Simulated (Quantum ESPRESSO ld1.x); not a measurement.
Problem. Species: Rh5+. Configuration: [Kr] 4d4. Calculated with ld1.x of Quantum ESPRESSO 7.5: scalar-relativistic Kohn-Sham, PBE, spin-unpolarised, spherical densities, point nucleus. Some entries of the table are withheld. Estimate them.

| orbital | occ. | eigenvalue (eV) | <1/r> (bohr^-1) |
|---|---|---|---|
| 1s | 2 | -23112.7 | 47.05 |
| 2s | 2 | (1) | 10.65 |
| 2p | 6 | (2) | 10.32 |
| 3s | 2 | -670.414 | (3) |
| 3p | 6 | (4) | (5) |
| 3d | 10 | (6) | 3.310 |
| 4s | 2 | -152.785 | 1.432 |
| 4p | 6 | -119.622 | 1.301 |
| 4d | 4 | -70.7995 | 1.046 |

Solution. 
(1) 2s eigenvalue (eV): -3414.53
(2) 2p eigenvalue (eV): -3067.75
(3) 3s <1/r> (bohr^-1): 3.713
(4) 3p eigenvalue (eV): -556.415
(5) 3p <1/r> (bohr^-1): 3.536
(6) 3d eigenvalue (eV): -374.291
